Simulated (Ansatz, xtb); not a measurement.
## Relative energy of two isomers of C5H6Ge

We compare I, `C#CCC#[C][GeH3]`, a singlet, with II, `C#CC#C[CH2][GeH3]`, a singlet. Both are isolated molecules in the gas phase, relaxed with r2SCAN-D4/def2-SVP.

I (Å):

```
atom    x (Å)    y (Å)    z (Å)
   C  -1.1379   4.8480  -0.1256
   C  -0.9737   3.7570   0.3785
   C  -0.7761   2.4430   0.9919
   C  -0.5695   1.3647   0.0251
   C  -0.3967   0.4616  -0.7788
  Ge  -0.1306  -0.9275  -2.0377
   H  -1.2829   5.8125  -0.5756
   H   0.0893   2.4870   1.6802
   H  -1.6489   2.2011   1.6276
   H  -1.4577  -1.2251  -2.7448
   H   0.3593  -2.1803  -1.3020
   H   0.9188  -0.4808  -3.0617
```

II (Å):

```xyz
12

C    -0.6751    5.5324   -0.2789
C    -0.7108    4.3171   -0.1444
C    -0.7497    2.9621    0.0031
C    -0.7898    1.7449    0.1510
C    -0.8151    0.3094    0.2591
Ge   -0.2500   -0.5525   -1.4383
H    -0.6441    6.5994   -0.3960
H    -0.1405   -0.0427    1.0594
H    -1.8285   -0.0547    0.5036
H    -1.2121   -0.1240   -2.5517
H    -0.2992   -2.0771   -1.2503
H     1.1784   -0.1042   -1.7661
```

Problem. Which of the two would you expect CCSD(T)/def2-SVP + ΔMP2/def2-TZVPP electronic energies to favour?

Solution. Structure II; the calculation gives E(II) − E(I) = −1.69 kcal/mol.

Level by level:

```
                             level            geometry  E(II) − E(I) (kcal/mol)  departure from the last row (kcal/mol)  job, with rough time for the two
                          GFN2-xTB            GFN2-xTB                     −1.83                                   −0.14              optimisation, 0.14 s
                         HF/STO-3G            GFN2-xTB                     +3.07                                   +4.75              single point, 0.44 s
      r2SCAN-D4/def2-SVP//GFN2-xTB            GFN2-xTB                     −8.92                                   −7.23               single point, 2.5 s
                r2SCAN-D4/def2-SVP  r2SCAN-D4/def2-SVP                     −8.96                                   −7.27                optimisation, 29 s
                       HF/def2-SVP  r2SCAN-D4/def2-SVP                     +1.46                                   +3.15           part of the CCSD(T) run
                      MP2/def2-SVP  r2SCAN-D4/def2-SVP                     −4.15                                   −2.47           part of the CCSD(T) run
                  CCSD(T)/def2-SVP  r2SCAN-D4/def2-SVP                     −2.13                                   −0.44                      single point
CCSD(T)/def2-SVP + ΔMP2/def2-TZVPP  r2SCAN-D4/def2-SVP                     −1.69                                                        single point, 39 s
```

As drawn, both hold the same kinds of bond in the same numbers.

HF/STO-3G, HF/def2-SVP put the two in the other order. The largest departure from CCSD(T)/def2-SVP + ΔMP2/def2-TZVPP is that of r2SCAN-D4/def2-SVP, 7.27 kcal/mol. The last row adds to CCSD(T) the change of the MP2 difference between the two basis sets, here +0.44 kcal/mol.

With thermal terms from frequencies at re-optimised GFN2-xTB minima (ideal gas, soft modes damped towards free rotors, one conformer each, 298.15 K, 1 atm): the zero-point term adds −0.64 kcal/mol; ΔH is −2.36 and ΔG −1.86 kcal/mol.

The correlated steps freeze 14 core orbitals; the filled d shell of Ge is correlated, in a basis made for valence electrons. Run with Ansatz 0.2.0, xtb 6.7.1; the last row on 2 threads of Intel(R) Xeon(R) 6975P-C (Granite Rapids) on a shared host.
